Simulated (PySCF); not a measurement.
Does the structure fit the spectrum?

A compound C5H9ClO2Si gives the data below (simulated from a calculation) and was assigned the structure `COCOC1=C([SiH2]Cl)C1`.

13C{1H} NMR (computed): δ 147.2 (CH), 124.0 (CH2), 79.9 (CH), 76.6 (CH2), 68.3 (CH2).

1H NMR (300 MHz, computed): δ 6.07 (m, 1H), 6.01 (m, 1H), 5.83 (m, 1H), 5.62 (m, 1H), 4.71 (m, 1H), 3.86 (m, 1H), 3.80 (m, 1H), 3.78 (m, 1H), 3.58 (m, 1H).

- NMR shieldings at PBE0/pcSseg-1/GIAO
- geometry from GFN2-xTB
- run in PySCF 2.14.0 with density-fitted response routines
- relativity neglected, one computed conformer, gas phase

Chemical shifts δ = σref − σ; 1H and 13C against TMS, all at this level.

(1) Compare with the shifts computed for the proposed structure, pairing carbons in order of shift.

(2) Which isomer fits?

Answers

(1) Atom-mapped SMILES (the numbers label the heavy atoms): `[CH3:1][O:2][CH2:3][O:4][C:5]1=[C:6]([SiH2:7][Cl:8])[CH2:9]1` (H(Xn): hydrogen on atom n).

| atom | computed for proposal | given list | difference |
| --- | --- | --- | --- |
| C5 | 171.5 | 147.2 | +24.3 |
| C3 | 103.9 | 124.0 | -20.1 |
| C6 | 66.8 | 79.9 | -13.1 |
| C1 | 60.0 | 76.6 | -16.6 |
| C9 | 18.4 | 68.3 | -49.9 |

The rms difference is 28.1 ppm and the largest -49.9 ppm at C9 (three-membered-ring carbon). The carbon types in order of shift don't match either: C, CH2, C, CH3, CH2 for the proposal against CH, CH2, CH, CH2, CH2 in the data. The proposal doesn't fit.

(2) SMILES [C@@H]1(C=C)COC[Si@@H](Cl)O1.

- Carbon types of the structure: 2 × CH, 3 × CH2, leaving 1 H on heteroatoms.
- δC 147.2: alkene CH; as expected for a trigonal carbon in a double bond.
- δC 124.0: terminal =CH2 carbon; the olefinic region.
- δC 79.9: allylic sp3 CH bonded to O; the inductive effect lowers its shielding.
- δC 76.6: sp3 CH2 bonded to O; deshielded by the electronegative neighbour.

The shifts were computed for this structure.

Shifts are as computed. Against solution values, carbons near 30 ppm lie about +3 ppm off and those near 130 ppm about +5 ppm. Of 1211 compounds with measured shifts, 218 miss one by over three times the rms of a fit or turn the order of signals round; such compounds aren't used in these exercises. No couplings were computed; multiplicities are counted from neighbouring protons, with m where these are inequivalent, close in shift, in a saturated or five-membered ring or joined by F or P, and br s for small geminal =CH2 splittings.
